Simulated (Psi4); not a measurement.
Input for Psi4: SAPT0/jun-cc-pV(D+d)Z on C2H5FO (a complex), monomers drawn apart or pushed together.

```
memory 2025 MB

molecule dimer {
0 1
C     0.16294404   -0.26083663   -0.45663354
F     0.45127305    1.04163771   -0.03604718
H     1.00099381   -0.62231485   -1.05313360
H     0.02099562   -0.88177696    0.42650337
H    -0.74462811   -0.23349629   -1.06025804
--
0 1
C     0.24081288    0.21267360    4.13059856
O    -0.01195371   -0.93398392    3.87230821
H     0.31327317    0.56656082    5.17729563
H     0.41179702    0.96291934    3.33956611
units angstrom
symmetry c1
no_reorient
no_com
}

set {
  basis jun-cc-pV(D+d)Z
  scf_type df
  freeze_core true
}

energy('sapt0')
```

Program output:

```
[...]
==> Input File <==

--------------------------------------------------------------------------
memory 2025 MB

molecule dimer {
0 1
C     0.16294404   -0.26083663   -0.45663354
F     0.45127305    1.04163771   -0.03604718
H     1.00099381   -0.62231485   -1.05313360
H     0.02099562   -0.88177696    0.42650337
H    -0.74462811   -0.23349629   -1.06025804
--
0 1
C     0.24081288    0.21267360    4.13059856
O    -0.01195371   -0.93398392    3.87230821
H     0.31327317    0.56656082    5.17729563
H     0.41179702    0.96291934    3.33956611
units angstrom
symmetry c1
no_reorient
no_com
}

set {
  basis jun-cc-pV(D+d)Z
  scf_type df
  freeze_core true
}

energy('sapt0')
--------------------------------------------------------------------------


   => Loading Basis Set <=

    Name: JUN-CC-PV(D+D)Z
    Role: ORBITAL
    Keyword: BASIS
    atoms 1, 6     entry C          line   188 file jun-cc-pv_dpd_z.gbs
    atoms 2        entry F          line   290 file jun-cc-pv_dpd_z.gbs
    atoms 3-5, 8-9 entry H          line    60 file jun-cc-pv_dpd_z.gbs
    atoms 7        entry O          line   256 file jun-cc-pv_dpd_z.gbs

   => Loading Basis Set <=

    Name: JUN-CC-PV(D+D)Z
    Role: ORBITAL
    Keyword: BASIS
    atoms 1, 6     entry C          line   188 file jun-cc-pv_dpd_z.gbs
    atoms 2        entry F          line   290 file jun-cc-pv_dpd_z.gbs
    atoms 3-5, 8-9 entry H          line    60 file jun-cc-pv_dpd_z.gbs
    atoms 7        entry O          line   256 file jun-cc-pv_dpd_z.gbs


  //>>>>>>>>>>>>>>>>>>>>>>>>>>>>>>>>>>>//
  //              Dimer HF             //
  //<<<<<<<<<<<<<<<<<<<<<<<<<<<<<<<<<<<//

   => Libint2 <=

    Primary   basis highest AM E, G, H:  7, 6, 3
    Auxiliary basis highest AM E, G, H:  7, 7, 4
    Onebody   basis highest AM E, G, H:  -, -, -
    Solid Harmonics ordering:            Gaussian


   => Loading Basis Set <=

    Name: JUN-CC-PV(D+D)Z
    Role: ORBITAL
    Keyword: BASIS
    atoms 1, 6     entry C          line   188 file jun-cc-pv_dpd_z.gbs
    atoms 2        entry F          line   290 file jun-cc-pv_dpd_z.gbs
    atoms 3-5, 8-9 entry H          line    60 file jun-cc-pv_dpd_z.gbs
    atoms 7        entry O          line   256 file jun-cc-pv_dpd_z.gbs


         ---------------------------------------------------------
                                   SCF
               by Justin Turney, Rob Parrish, Andy Simmonett
                          and Daniel G. A. Smith
                              RHF Reference
                        1 Threads,   1931 MiB Core
         ---------------------------------------------------------

  ==> Geometry <==

    Molecular point group: c1
    Full point group: C1

    Geometry (in Angstrom), charge = 0, multiplicity = 1:

       Center              X                  Y                   Z               Mass
    ------------   -----------------  -----------------  -----------------  -----------------
         C            0.162944040000    -0.260836630000    -0.456633540000    12.000000000000
         F            0.451273050000     1.041637710000    -0.036047180000    18.998403162730
         H            1.000993810000    -0.622314850000    -1.053133600000     1.007825032230
         H            0.020995620000    -0.881776960000     0.426503370000     1.007825032230
         H           -0.744628110000    -0.233496290000    -1.060258040000     1.007825032230
         C            0.240812880000     0.212673600000     4.130598560000    12.000000000000
         O           -0.011953710000    -0.933983920000     3.872308210000    15.994914619570
         H            0.313273170000     0.566560820000     5.177295630000     1.007825032230
         H            0.411797020000     0.962919340000     3.339566110000     1.007825032230

  Running in c1 symmetry.

  Rotational constants: A =      0.40781  B =      0.03408  C =      0.03181 [cm^-1]
  Rotational constants: A =  12225.96498  B =   1021.71880  C =    953.73315 [MHz]
  Nuclear repulsion =  103.006051048863611

  Charge       = 0
  Multiplicity = 1
  Electrons    = 34
  Nalpha       = 17
  Nbeta        = 17

  ==> Algorithm <==

  SCF Algorithm Type is DF.
  DIIS enabled.
  MOM disabled.
  Fractional occupation disabled.
  Guess Type is SAD.
  Energy threshold   = 1.00e-08
  Density threshold  = 1.00e-08
  Integral threshold = 1.00e-12

  ==> Primary Basis <==

  Basis Set: JUN-CC-PV(D+D)Z
    Blend: JUN-CC-PV(D+D)Z
    Number of shells: 47
    Number of basis functions: 97
    Number of Cartesian functions: 101
    Spherical Harmonics?: true
    Max angular momentum: 2

   => Loading Basis Set <=

    Name: (JUN-CC-PV(D+D)Z AUX)
    Role: JKFIT
    Keyword: DF_BASIS_SCF
    atoms 1, 6     entry C          line   146 file jun-cc-pvdz-jkfit.gbs
    atoms 2        entry F          line   314 file jun-cc-pvdz-jkfit.gbs
    atoms 3-5, 8-9 entry H          line    70 file jun-cc-pvdz-jkfit.gbs
    atoms 7        entry O          line   258 file jun-cc-pvdz-jkfit.gbs

  ==>
[...]
 A
    DOCC [     8 ]
    NA   [     8 ]
    NB   [     8 ]

  @DF-RHF Final Energy:  -113.88282969444430

   => Energetics <=

    Nuclear Repulsion Energy =             31.3544673066281128
    One-Electron Energy =                -217.3542168823415750
    Two-Electron Energy =                  72.1169198812691548
    Total Energy =                       -113.8828296944442968

Computation Completed


Properties will be evaluated at   0.000000,   0.000000,   0.000000 [a0]

Properties computed using the SCF density matrix


 Multipole Moments:

 ------------------------------------------------------------------------------------
     Multipole            Electronic (a.u.)      Nuclear  (a.u.)        Total (a.u.)
 ------------------------------------------------------------------------------------

 L = 1.  Multiply by 2.5417464519 to convert [e a0] to [Debye]
 Dipole X            :         -3.6786301            3.9198925            0.2412624
 Dipole Y            :          9.9124467           -8.8181227            1.0943239
 Dipole Z            :       -121.2257941          121.4695521            0.2437580
 Magnitude           :                                                    1.1468088

 ------------------------------------------------------------------------------------

  Constructing Basis Sets for SAPT...

   => Loading Basis Set <=

    Name: (JUN-CC-PV(D+D)Z AUX)
    Role: RIFIT
    Keyword: DF_BASIS_SAPT
    atoms 1, 6     entry C          line   100 file jun-cc-pvdz-ri.gbs
    atoms 2        entry F          line   232 file jun-cc-pvdz-ri.gbs
    atoms 3-5, 8-9 entry H          line    30 file jun-cc-pvdz-ri.gbs
    atoms 7        entry O          line   188 file jun-cc-pvdz-ri.gbs

   => Loading Basis Set <=

    Name: (JUN-CC-PV(D+D)Z AUX)
    Role: JKFIT
    Keyword: DF_BASIS_ELST
    atoms 1, 6     entry C          line   146 file jun-cc-pvdz-jkfit.gbs
    atoms 2        entry F          line   314 file jun-cc-pvdz-jkfit.gbs
    atoms 3-5, 8-9 entry H          line    70 file jun-cc-pvdz-jkfit.gbs
    atoms 7        entry O          line   258 file jun-cc-pvdz-jkfit.gbs


  //>>>>>>>>>>>>>>>>>>>>>>>>>>>>>>>>>>>//
  //               SAPT0               //
  //<<<<<<<<<<<<<<<<<<<<<<<<<<<<<<<<<<<//



        SAPT0
    Ed Hohenstein
     6 June 2009

      Orbital Information
  --------------------------
    NSO        =        97
    NMO        =        97
    NRI        =       330
    NRI (Elst) =       431
    NOCC A     =         9
    NOCC B     =         8
    FOCC A     =         2
    FOCC B     =         2
    NVIR A     =        88
    NVIR B     =        89

    Elst10,r            =    -0.002305859225 [Eh]
    Exch10              =     0.000132118331 [Eh]
    Exch10 (S^2)        =     0.000132115139 [Eh]

    Maxiter = 50
    CPHF R converge = 1.000000E-08

    Iter     Energy [mEh]          dE [mEh]         Residual      Time [s]
       1      -0.05263979       0.052639790     1.762468e-03             0
       2      -0.06658344       0.013943654     1.012071e-03             0
       3      -0.07104827       0.004464830     1.557068e-04             0
       4      -0.07066549      -0.000382789     3.718150e-05             0
       5      -0.07063957      -0.000025912     1.106569e-05             1
       6      -0.07065584       0.000016263     2.555548e-06             1
       7      -0.07065690       0.000001059     4.867032e-07             1
       8      -0.07065616      -0.000000740     7.858803e-08             1
       9      -0.07065620       0.000000049     1.515336e-08             1
      10      -0.07065621       0.000000007     2.527991e-09             1

    CHF Iterations converged

    Maxiter = 50
    CPHF R converge = 1.000000E-08

    Iter     Energy [mEh]          dE [mEh]         Residual      Time [s]
       1      -0.05289298       0.052892983     2.308958e-03             0
       2      -0.05798407       0.005091091     1.002908e-03             0
       3      -0.06842834       0.010444269     1.903609e-04             0
       4      -0.06770615      -0.000722190     5.779694e-05             0
       5      -0.06784679       0.000140639     1.231546e-05             0
       6      -0.06783772      -0.000009074     2.730219e-06             0
       7      -0.06783609      -0.000001628     5.889821e-07             0
       8      -0.06783654       0.000000453     1.641198e-07             0
       9      -0.06783661       0.000000068     3.137438e-08             0
      10      -0.06783658      -0.000000032     5.846381e-09             0

    CHF Iterations converged

    Ind20,r (A<-B)      =    -0.000070656212 [Eh]
    Ind20,r (B<-A)      =    -0.000067836579 [Eh]
    Ind20,r             =    -0.000138492790 [Eh]
    Exch-Ind20,r (A<-B) =     0.000004982864 [Eh]
    Exch-Ind20,r (B<-A) =     0.000008395113 [Eh]
    Exch-Ind20,r        =     0.000013377977 [Eh]
    Disp20              =    -0.000378087052 [Eh]
    Disp20 (SS)         =    -0.000189043526 [Eh]
    Disp20 (OS)         =    -0.000189043526 [Eh]
    Exch-Disp20         =     0.000008595016 [Eh]
    Exch-Disp20 (SS)    =     0.000004947707 [Eh]
    Exch-Disp20 (OS)    =     0.000003647308 [Eh]

    SAPT Results
  --------------------------------------------------------------------------------------------------------
    Electrostatics                 -2.30585922 [mEh]      -1.44694851 [kcal/mol]      -6.05403256 [kJ/mol]
      Elst10,r                     -2.30585922 [mEh]      -1.44694851 [kcal/mol]      -6.05403256 [kJ/mol]

    Exchange                        0.13211833 [mEh]       0.08290550 [kcal/mol]       0.34687663 [kJ/mol]
      Exch10                        0.13211833 [mEh]       0.08290550 [kcal/mol]       0.34687663 [kJ/mol]
      Exch10(S^2)                   0.13211514 [mEh]       0.08290350 [kcal/mol]       0.34686825 [kJ/mol]

    Induction                      -0.13688811 [mEh]      -0.08589859 [kcal/mol]      -0.35939968 [kJ/mol]
      Ind20,r                      -0.13849279 [mEh]      -0.08690554 [kcal/mol]      -0.36361277 [kJ/mol]
      Exch-Ind20,r                  0.01337798 [mEh]       0.00839481 [kcal/mol]       0.03512387 [kJ/mol]
      delta HF,r (2)               -0.01177330 [mEh]      -0.00738785 [kcal/mol]      -0.03091078 [kJ/mol]

    Dispersion                     -0.36949204 [mEh]      -0.23185975 [kcal/mol]      -0.97010121 [kJ/mol]
      Disp20                       -0.37808705 [mEh]      -0.23725321 [kcal/mol]      -0.99266742 [kJ/mol]
      Exch-Disp20                   0.00859502 [mEh]       0.00539345 [kcal/mol]       0.02256621 [kJ/mol]
      Disp20 (SS)                  -0.18904353 [mEh]      -0.11862660 [kcal/mol]      -0.49633371 [kJ/mol]
      Disp20 (OS)                  -0.18904353 [mEh]      -0.11862660 [kcal/mol]      -0.49633371 [kJ/mol]
      Exch-Disp20 (SS)              0.00494771 [mEh]       0.00310473 [kcal/mol]       0.01299020 [kJ/mol]
      Exch-Disp20 (OS)              0.00364731 [mEh]       0.00228872 [kcal/mol]       0.00957601 [kJ/mol]

  Total HF                         -2.31062900 [mEh]      -1.44994159 [kcal/mol]      -6.06655561 [kJ/mol]
  Total SAPT0                      -2.68012104 [mEh]      -1.68180134 [kcal/mol]      -7.03665682 [kJ/mol]

  Special recipe for scaled SAPT0 (see Manual):
    Electrostatics sSAPT0          -2.30585922 [mEh]      -1.44694851 [kcal/mol]      -6.05403256 [kJ/mol]
    Exchange sSAPT0                 0.13211833 [mEh]       0.08290550 [kcal/mol]       0.34687663 [kJ/mol]
    Induction sSAPT0               -0.13688714 [mEh]      -0.08589798 [kcal/mol]      -0.35939713 [kJ/mol]
    Dispersion sSAPT0              -0.36949141 [mEh]      -0.23185936 [kcal/mol]      -0.97009957 [kJ/mol]
  Total sSAPT0                     -2.68011945 [mEh]      -1.68180034 [kcal/mol]      -7.03665264 [kJ/mol]
  --------------------------------------------------------------------------------------------------------



*** Psi4 exiting successfully. Buy a developer a beer!
```

The run finished.

Cost: around 10 core-seconds (rough).
